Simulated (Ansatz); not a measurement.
This geometry of AlClHSe (4 atoms, charge 0, multiplicity 2) is a first-order saddle point.

All numbers below come from Ansatz 0.2.0, UHF/def2-SVP.

```xyz
4
Properties=species:S:1:pos:R:3
Cl -2.426 0.149 -0.097
Al -0.341 0.224 0.062
Se 1.466 -1.055 -0.287
H 1.300 0.682 0.322
```

Question: Which two structures does it join? (They come from a converged band through this point; their orientation in space is the band's.)

Answer: Bonds broken: Se3–H4. Bonds formed: Al2–H4.

Image 0:

```xyz
4
Properties=species:S:1:pos:R:3
Cl -2.586 -0.229 -0.243
Al -0.702 0.635 0.190
Se 1.169 -0.713 -0.186
H 2.119 0.308 0.239
```

Image 6:

```xyz
4
Properties=species:S:1:pos:R:3
Cl -2.039 0.267 -0.029
Al 0.061 0.160 0.061
Se 1.081 -1.812 -0.586
H 0.896 1.384 0.553
```

Question: How far does it lie above each of them?

Answer: 1.53 eV above the first and 1.94 eV above the second. This is the barrier of this one path; another mechanism may lie lower.

The run took 71 s on 1 thread of AMD EPYC 7R43 64-Core Processor (Zen 3) (shared host), peak memory 0.24 GiB.
